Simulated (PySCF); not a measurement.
## Simulated characterisation data

PySCF 2.14.0 with density-fitted response routines calculation with GIAO PBE0/pcSseg-1 shieldings and structure optimised with GFN2-xTB; no solvent model, single conformer, relativity neglected, averaged over atoms made equivalent by symmetry, fast rotation or ring inversion.

δ = σ(ref) − σ, references computed at the same level: 1H (31.72 ppm) and 13C (186.93 ppm) vs TMS. Splittings of carbon signals by F and P are missing where no couplings were computed. Where no couplings were computed, multiplicities follow the n + 1 count of equivalent neighbours, and m marks all less simple cases (inequivalent or close neighbours, rings, F or P nearby). Acid and N–H amide carbonyl carbons lie up to 10 ppm further downfield in solution (hydrogen bonding). Shifts are as computed. Against solution values, carbons near 30 ppm lie about +3 ppm off and those near 130 ppm about +5 ppm. Of 1211 compounds with measured shifts, 218 miss one by over three times the rms of a fit or turn the order of signals round; such compounds aren't used in these exercises. OH and NH positions are gas-phase values without hydrogen bonding to other molecules.

Compound 1 (C₃H₆N₂O₂Si). 1H NMR (400 MHz, computed): δ 8.42 (s, 1H), 5.77 (br s, 1H), 4.60 (br s, 1H), 1.76 (s, 1H), 1.07 (br s, 2H). 13C{1H} NMR (computed): δ 169.5 (CH), 98.1 (CH), 88.7 (C). Structure: `InChI=1S/C3H6N2O2Si/c1-2-8(4,7)5-3-6/h1,3,7H,4H2,(H,5,6)/t8-/m0/s1`.

Compound 2 (C₅H₆F₂O₄). 1H NMR (400 MHz, computed): δ 7.92 (m, 1H), 6.09 (m, 1H), 4.33 (m, 1H), 4.29 (m, 1H), 4.02 (m, 1H), 3.46 (m, 1H). 13C{1H} NMR (computed): δ 159.4, 120.4, 106.9, 77.6, 69.3. Structure: SMILES O=CO[C@@]1(F)COC[C@H](F)O1.
